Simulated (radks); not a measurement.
The numbers below are computed, except where a source is named.
Task: Numerical settings for the nitrogen ion N5+, [He]. Level of theory: non-relativistic Kohn-Sham, PBE, spin-polarised, spherical densities, point nucleus (a radial shooting solver on a logarithmic mesh with Libxc functionals). The defaults (mesh step 0.008 in ln r, mesh end at 40 bohr or more with all orbitals vanishing there, Anderson mixing 0.5 over 9 steps, residual threshold near 1e-9 with the energy settled to 1e-9 hartree or 1e-11 of itself, here a cap of 82 iterations) give E = -44.7063 hartree and 1s at -511.05 eV in 13 iterations. Run on one thread of a shared host, so times are rough (Arm Neoverse V1): 0.04 s of CPU time, 0.04 s wall, 13 iterations on 2476 mesh points. One setting is changed at a time: mesh step in ln r 0.005; mesh step in ln r 0.02; mesh step in ln r 0.2; mesh end (bohr) 12; mesh end (bohr) 8; residual threshold 1e-05; residual threshold 0.01; mixing 0.05; linear mixing, mixing 0.2; linear mixing, mixing 1; mixing history 2; iteration cap 5. Which runs fail to converge, and which converge to a wrong energy?

Result: Not converged within the cap: mesh step in ln r 0.2; linear mixing, mixing 0.2; iteration cap 5. No run marked as converged misses the energy by more than 1 mhartree.
